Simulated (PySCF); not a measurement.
C6H10NOP.
Atom-mapped SMILES: `[CH3:1]/[CH:2]=[CH:3]\[P@H:4](=[O:5])[CH2:6][CH2:7][C:8]#[N:9]` (hydrogens: H10, H11, H12 on C1; H13 on C2; H14 on C3; H15 on P4; H16, H17 on C6; H18, H19 on C7)

The same species was optimised twice, with GFN2-xTB and with PBE0-D3(BJ)/def2-SVP (PySCF), and the same property calculations (PySCF, gas phase) were run on both structures.

```tsv
coordinate	GFN2-xTB	PBE0-D3(BJ)/def2-SVP	change
P4=O5 (Å)	1.465	1.496	+0.031
C7–C8 (Å)	1.440	1.459	+0.019
C8≡N9 (Å)	1.143	1.157	+0.014
C2=C3 (Å)	1.327	1.340	+0.013
P4–C6 (Å)	1.844	1.832	-0.012
C1–C2 (Å)	1.486	1.491	+0.005
C6–C7 (Å)	1.530	1.531	+0.001
C3–P4 (Å)	1.804	1.803	-0.001
P4–C6–C7 (°)	107.3	110.6	+3.3
C6–C7–C8 (°)	109.7	112.4	+2.7
C1–C2–C3 (°)	125.6	127.5	+1.9
C3–P4–C6 (°)	107.5	105.9	-1.6
C3–P4–O5 (°)	113.0	114.5	+1.5
C2–C3–P4 (°)	127.1	127.7	+0.6
O5–P4–C6 (°)	111.7	111.6	-0.1
C7–C8–N9 (°)	177.9	178.0	+0.1
C2–C3–P4–O5 (°)	-167	-161	+6
C3–P4–C6–C7 (°)	180	173	-7
P4–C6–C7–C8 (°)	69	72	+3
```

Rotational constants: A = 1958, B = 916.2, C = 736.0 MHz (GFN2-xTB) against A = 2017, B = 829.5, C = 685.4 MHz (PBE0-D3(BJ)/def2-SVP). Point groups within 0.08 Å: C1 and C1.

On the GFN2-xTB structure: HOMO (eV) -7.87 [PBE0/pcSseg-1]; LUMO (eV) -0.93 [PBE0/pcSseg-1]; dipole (D) 5.39 [PBE0/pcSseg-1]; GIAO shielding of C1 (ppm) 165.9 [PBE0/pcSseg-1]; GIAO shielding of C2 (ppm) 34.1 [PBE0/pcSseg-1]; GIAO shielding of C3 (ppm) 53.3 [PBE0/pcSseg-1]; GIAO shielding of P4 (ppm) 337.8 [PBE0/pcSseg-1]; GIAO shielding of O5 (ppm) 273.4 [PBE0/pcSseg-1]; GIAO shielding of C6 (ppm) 155.1 [PBE0/pcSseg-1]; GIAO shielding of C7 (ppm) 176.0 [PBE0/pcSseg-1]; GIAO shielding of C8 (ppm) 62.9 [PBE0/pcSseg-1].

Q: What do these properties become on the PBE0-D3(BJ)/def2-SVP structure?

A: 
```json
{"property": "HOMO (eV)", "level": "PBE0/pcSseg-1", "on GFN2-xTB": "-7.87", "on PBE0-D3(BJ)/def2-SVP": "-7.87", "change": "0.00"}
{"property": "LUMO (eV)", "level": "PBE0/pcSseg-1", "on GFN2-xTB": "-0.93", "on PBE0-D3(BJ)/def2-SVP": "-1.07", "change": "-0.14"}
{"property": "dipole (D)", "level": "PBE0/pcSseg-1", "on GFN2-xTB": "5.39", "on PBE0-D3(BJ)/def2-SVP": "5.91", "change": "+0.52"}
{"property": "energy, GFN2-xTB geometry as zero (kcal/mol)", "level": "PBE0/pcSseg-1", "on GFN2-xTB": "0.0", "on PBE0-D3(BJ)/def2-SVP": "-2.9", "change": "-2.9"}
{"property": "GIAO shielding of C1 (ppm)", "level": "PBE0/pcSseg-1", "on GFN2-xTB": "165.9", "on PBE0-D3(BJ)/def2-SVP": "165.3", "change": "-0.6"}
{"property": "GIAO shielding of C2 (ppm)", "level": "PBE0/pcSseg-1", "on GFN2-xTB": "34.1", "on PBE0-D3(BJ)/def2-SVP": "31.4", "change": "-2.7"}
{"property": "GIAO shielding of C3 (ppm)", "level": "PBE0/pcSseg-1", "on GFN2-xTB": "53.3", "on PBE0-D3(BJ)/def2-SVP": "52.0", "change": "-1.3"}
{"property": "GIAO shielding of P4 (ppm)", "level": "PBE0/pcSseg-1", "on GFN2-xTB": "337.8", "on PBE0-D3(BJ)/def2-SVP": "336.0", "change": "-1.8"}
{"property": "GIAO shielding of O5 (ppm)", "level": "PBE0/pcSseg-1", "on GFN2-xTB": "273.4", "on PBE0-D3(BJ)/def2-SVP": "263.9", "change": "-9.5"}
{"property": "GIAO shielding of C6 (ppm)", "level": "PBE0/pcSseg-1", "on GFN2-xTB": "155.1", "on PBE0-D3(BJ)/def2-SVP": "154.2", "change": "-0.9"}
{"property": "GIAO shielding of C7 (ppm)", "level": "PBE0/pcSseg-1", "on GFN2-xTB": "176.0", "on PBE0-D3(BJ)/def2-SVP": "173.5", "change": "-2.5"}
{"property": "GIAO shielding of C8 (ppm)", "level": "PBE0/pcSseg-1", "on GFN2-xTB": "62.9", "on PBE0-D3(BJ)/def2-SVP": "60.7", "change": "-2.2"}
```

The heavy atoms differ by 0.156 Å rms after alignment. Among bonds between heavy atoms P4=O5 changes most (+0.031 Å). Changes are differences of the printed values. Neither structure is proved a minimum here.

Shape of the structure used: `[CH3:1]/[CH:2]=[CH:3]\[P@H:4](=[O:5])[CH2:6][CH2:7][C:8]#[N:9]`: C2–C3–P4–O5 -161°, C3–P4–C6–C7 173°, P4–C6–C7–C8 72°.
